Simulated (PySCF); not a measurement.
## Ar⁺ (argon, charge +1) across methods

[Ne] 3s1 3p5 3d1, one real determinant (an excited configuration). All numbers are calculated (PySCF 2.14, the non-relativistic Hamiltonian (point nucleus), in aug-cc-pwCVTZ).

| method | E (hartree) | mean ε 3p α (eV) | mean ε 3p β (eV) | mean ε 3d α (eV) | Σ⟨r²⟩ (bohr²) | ⟨S²⟩ |
| --- | --- | --- | --- | --- | --- | --- |
| M06 | -525.7770 | -27.572 | -24.377 | -7.364 | 22.70 | 3.753 |
| M06-L | -525.7963 | -26.930 | -23.605 | -6.943 | 23.95 | 3.755 |
| PBE0 | -525.6475 | -28.022 | -24.458 | -7.987 | 23.14 | 3.752 |
| UHF | -525.07336 | -33.548 | -26.664 | -11.208 | 22.86 | 3.759 |
| r2SCAN | -525.7829 | -27.331 | -24.046 | -7.487 | 24.73 | 3.755 |

(1) Estimate the same row for MN15.

⟨L²⟩ = 7.87 against 12 for a pure F term, so this real determinant mixes terms. The outer electron is Rydberg-like, and this basis confines it to a smaller radius and binds it less than a complete one would.

Results:

(1) E (hartree) = -525.7868; mean ε 3p α (eV) = -28.432; mean ε 3p β (eV) = -25.646; mean ε 3d α (eV) = -8.261; Σ⟨r²⟩ (bohr²) = 22.84; ⟨S²⟩ = 3.751.
